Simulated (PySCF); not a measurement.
C4H10OSi, SMILES C(C([SiH2]C)=O)C.

Coordinates come from a PBE0-D3(BJ)/def2-SVP optimisation. The geometry has at least one imaginary mode, so it is a saddle point at that level. The structure was generated by enumeration, and PubChem lists no compound with its InChIKey, so it may never have been made. The values are those of a single conformer.

The numbers are results of PBE/def2-TZVP (PySCF), not measurements.

Symmetry labels are those of the subgroup Cs that the program uses (full group Cs).

Computed valence orbital energies around the gap with their symmetry:
| orbital | symmetry | energy (eV) |
|---|---|---|
| HOMO−7 | A' | -9.85 |
| HOMO−6 | A" | -9.38 |
| HOMO−5 | A' | -8.94 |
| HOMO−4 | A' | -8.67 |
| HOMO−3 | A" | -8.40 |
| HOMO−2 | A" | -8.07 |
| HOMO−1 | A' | -7.90 |
| HOMO | A' | -5.28 |
| LUMO | A" | -2.11 |
| LUMO+1 | A' | -0.12 |
| LUMO+2 | A' | 0.11 |
| LUMO+3 | A' | 0.81 |
